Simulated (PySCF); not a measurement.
# Telling isomers of C5H3ClO2 apart by NMR

- GFN2-xTB structure
- NMR shieldings at PBE0/pcSseg-1/GIAO
- program: PySCF 2.14.0 with density-fitted response routines
- no solvent model, relativity neglected, single conformer, averaged over atoms made equivalent by symmetry, fast rotation or ring inversion

Shifts are taken against calculated references (same method and geometry level): ¹H, ¹³C against TMS. Where no couplings were computed, multiplicities follow the n + 1 count of equivalent neighbours, and m marks all less simple cases (inequivalent or close neighbours, rings, F or P nearby). Shifts are as computed. Against solution values, carbons near 30 ppm lie about +3 ppm off and those near 130 ppm about +5 ppm; carbons on Cl a further +6 ppm. Of 1211 compounds with measured shifts, 218 miss one by over three times the rms of a fit or turn the order of signals round; such compounds aren't used in these exercises. Carbons bonded to Cl come out too deshielded.

(1) Tabulate the signals of `O=C(Cl)c1ccco1`, `O=C1C=C(Cl)C(=O)C1` and their relative energies.

(2) What is the quickest way to tell O=C(Cl)c1ccco1 from O=C1C=C(Cl)C(=O)C1?

## Answers

(1) 
```json
{"SMILES": "O=C(Cl)c1ccco1", "carbon types": "2×C 3×CH", "δC": "164.1, 154.5, 151.6, 130.2, 120.9", "δH": "7.78 (m, 1H), 7.77 (m, 1H), 6.93 (m, 1H)", "E rel. (kcal/mol)": "0.0"}
{"SMILES": "O=C1C=C(Cl)C(=O)C1", "carbon types": "3×C 1×CH 1×CH2", "δC": "200.0, 199.0, 171.1, 152.2, 45.2", "δH": "7.23 (s, 1H), 2.89 (s, 2H)", "E rel. (kcal/mol)": "1.8"}
```

Energies are electronic energies at PBE0/pcSseg-1 on these geometries, without zero-point or thermal terms, each for the one conformer computed, which needn't be the lowest.

(2) Both give the same number of carbon signals, but DEPT or the intensities differ. The first has an aromatic CH at 120.9 ppm, the second an sp3 CH2 α to a carbonyl at 45.2 ppm. Their most deshielded carbons lie at 164.1 and 200.0 ppm. In the proton spectra the most deshielded non-exchanging signals are 7.78 (m, 1H) and 7.23 (s, 1H).
